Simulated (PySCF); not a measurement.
Bonds (- single, = double, # triple, : aromatic): Cl1-C2, C2-Cl3, C2-Si4, Si4-O5, O5-C6, C6-C7, C7-C8, C8-O9, O9-Si4. C2 carries H10; Si4 carries H11; C6 carries H12, H13; C7 carries H14, H15; C8 carries H16, H17. H12, H15, H16 are cis to C2 on the ring; H13, H14, H17 are trans to C2 on the ring.

[PySCF: shielding tensors at PBE0/pcSseg-1 (GIAO); PBE0-D3(BJ)/def2-SVP structure; relativity neglected; single conformer; isolated molecule; rapidly exchanging positions averaged]

List the cross peaks expected in HSQC, COSY and HMBC spectra.

## Answers



HSQC (one-bond C–H):
```
            δH            δC
    4.92 (H10)     69.7 (C2)
4.11 (H13/H17)  66.6 (C6/C8)
4.11 (H12/H16)  66.6 (C6/C8)
    2.11 (H15)     34.4 (C7)
    1.16 (H14)     34.4 (C7)
```

COSY cross peaks (H two or three bonds apart, from the bond graph; peaks can be absent where the dihedral angle is near 90°):
```
            δH              δH
    4.92 (H10)      4.60 (H11)
4.11 (H13/H17)  4.11 (H12/H16)
4.11 (H13/H17)      2.11 (H15)
4.11 (H13/H17)      1.16 (H14)
4.11 (H12/H16)      2.11 (H15)
4.11 (H12/H16)      1.16 (H14)
    2.11 (H15)      1.16 (H14)
```

HMBC (two and three bonds, from the bond graph):
```
            δH                       δC
    4.60 (H11)  69.7 (C2), 66.6 (C6/C8)
4.11 (H13/H17)  66.6 (C6/C8), 34.4 (C7)
4.11 (H12/H16)  66.6 (C6/C8), 34.4 (C7)
    2.11 (H15)             66.6 (C6/C8)
    1.16 (H14)             66.6 (C6/C8)
```

Scale: TMS for 1H (31.27 ppm) and 13C (184.41 ppm) (reference shieldings calculated alike).

Carbons that carry Cl, above all several Cl atoms, come out too deshielded, partly because spin–orbit coupling is missing. Shifts are as computed. Against solution values, carbons near 30 ppm lie about +2 ppm off and those near 130 ppm about +5 ppm; carbons on Cl a further +5 ppm. Of 1211 compounds with measured shifts, 218 miss one by over three times the rms of a fit or turn the order of signals round; such compounds aren't used in these exercises.
